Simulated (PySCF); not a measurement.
Which determinant of Br₂⁺ lies lowest?

Unrestricted PBE0; basis Br cc-pVTZ-PP with ECP10; scalar-relativistic core potentials; PySCF 2.14. Outer shells of the fragments: Br+ 3d10 4s2 4p4; Br 3d10 4s2 4p5.

Followed along the bond (rough minima from three points):

```
2Ms+1   unpaired  ⟨S²⟩ at the start  R at minimum (Å)  Te (eV)
    2        π ↑               0.75              2.20     0.00
    4  σ ↑, π ↑↑               3.76  none in the scan   ≤ 1.68
```

Solutions found at the starting distance of 2.330 Å, counted from the lowest of them; the search is not exhaustive and high or unbound solutions are not listed, so other states can lie among these:

| 2Ms+1 | unpaired | term | E (eV) | ⟨S²⟩ | ⟨Lz²⟩ |
| --- | --- | --- | --- | --- | --- |
| 2 | π ↑ | ²Π | 0.00 | 0.75 | 1.01 |
| 4 | σ ↑, π ↑↑ | ⁴Σ⁻ | 1.67 | 3.76 | 0.00 |
| 2 | σ ↑, π ↑↓ | mixed | 2.17 | 1.76 | 2.02 |
| 2 | σ ↓, π ↑↑ | mixed | 2.17 | 1.76 | 0.00 |
| 2 | σ ↑ | mixed | 2.99 | 0.75 | 2.01 |
| 4 | σ ↑, π ↑↑ | mixed | 3.04 | 3.76 | 2.02 |
| 4 | σ ↑↑, π ↑ | ⁴Π | 4.85 | 3.76 | 1.01 |
| 2 | π ↑ | ²Π | 5.89 | 0.75 | 1.00 |

A term symbol is given only where ⟨S²⟩ and ⟨Lz²⟩ are close to those of a pure state; real π, δ and φ orbitals otherwise mix terms, and g/u labels are left off.

Spin–orbit coupling is left out. Counting both spins, an empty level lies below a filled one in some of these solutions, because spin and occupation are held.
